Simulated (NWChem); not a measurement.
# NH$_{3}$Te; SMILES N[TeH]

All runs: NWChem. Medium grid unless said otherwise, to which SCAN and Minnesota functionals are sensitive. Coordinates come from a PBE0/def2-SVP optimisation. def2 effective core potentials on Te; no spin-orbit coupling. Hybrids' shares of exact exchange are those that their runs print; pure functionals count as 0. The functionals differ in more than this share.

```
row                                   share of exact exchange  highest occupied level (eV)
------------------------------------  -----------------------  ---------------------------
PBE/def2-SVP                                             0.00                        -5.06
LDA (Slater exchange, VWN5)/def2-SVP                     0.00                        -5.18
B3LYP/def2-SVP                                           0.20                        -5.93
PBE0/def2-SVP                                            0.25                        -6.19
MN15/def2-SVP                                            0.44                        -6.69
BHandHLYP/def2-SVP                                       0.50                     withheld
```

**Question.** Fit a straight line of the last column on the one before it, predict the withheld value, and compare with the run.

**Answer.** 
1. Means of the 5 shown rows: x = 0.178, y = -5.810. Slope Σ(x − x̄)(y − ȳ)/Σ(x − x̄)² = -0.5062/0.1377 = -3.677; intercept -5.155.
2. The shown rows scatter about the line by 0.079 (root mean square); the largest residual is -0.12, at PBE0/def2-SVP.
3. At x = 0.50 (BHandHLYP/def2-SVP; beyond the shown range) the line gives -6.99.
4. The run gives -7.11, -0.12 from the line, 1.5 times the scatter.
